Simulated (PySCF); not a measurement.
CH3Li, SMILES [Li][CH3].

Geometry: B3LYP-D3(BJ)/def2-TZVPD. The isomer is the one that the SMILES or the coordinates give; other isomers of the formula were not compared.

Method: TDDFT-ωB97X/def2-TZVPD (PySCF).

Vertical excitations; the highest root listed may be one member of a degenerate set. Gas-phase values at a fixed geometry. State labels are in the subgroup Cs.

Computed excitation energies, oscillator strengths and character:
```csv
state,symmetry,energy (eV),λ (nm),f,main pairs
S1,A',3.45,359,0.093,HOMO→LUMO 85 %
S2,A',4.60,269,0.087,"HOMO→LUMO+1, HOMO→LUMO+4 (degenerate set)"
S3,A",4.60,269,0.087,"HOMO→LUMO+2, HOMO→LUMO+5 (degenerate set)"
S4,A',5.24,237,0.019,"HOMO→LUMO+3 67 %, HOMO→LUMO+6 14 %, HOMO→LUMO+7 11 %"
S5,A",6.64,187,0.030,"HOMO→LUMO+5, HOMO→LUMO+2 (degenerate set)"
S6,A',6.64,187,0.030,"HOMO→LUMO+4, HOMO→LUMO+1 (degenerate set)"
S7,A',6.81,182,0.000,HOMO→LUMO+6 79 %
S8,A',7.49,166,0.029,HOMO→LUMO+7 86 %
S9,A",7.70,161,0.032,"HOMO−1→LUMO, HOMO−1→LUMO+3 (degenerate set)"
S10,A',7.70,161,0.032,"HOMO−2→LUMO, HOMO−2→LUMO+3 (degenerate set)"
T1,A',3.21,386,0,HOMO→LUMO 86 %
T2,A',4.61,269,0,"HOMO→LUMO+1, HOMO→LUMO+4 (degenerate set)"
T3,A",4.61,269,0,"HOMO→LUMO+2, HOMO→LUMO+5 (degenerate set)"
T4,A',5.10,243,0,HOMO→LUMO+3 70 %
```
Triplets are in the Tamm–Dancoff approximation, which puts them higher than full response would, so one can lie above its singlet here.
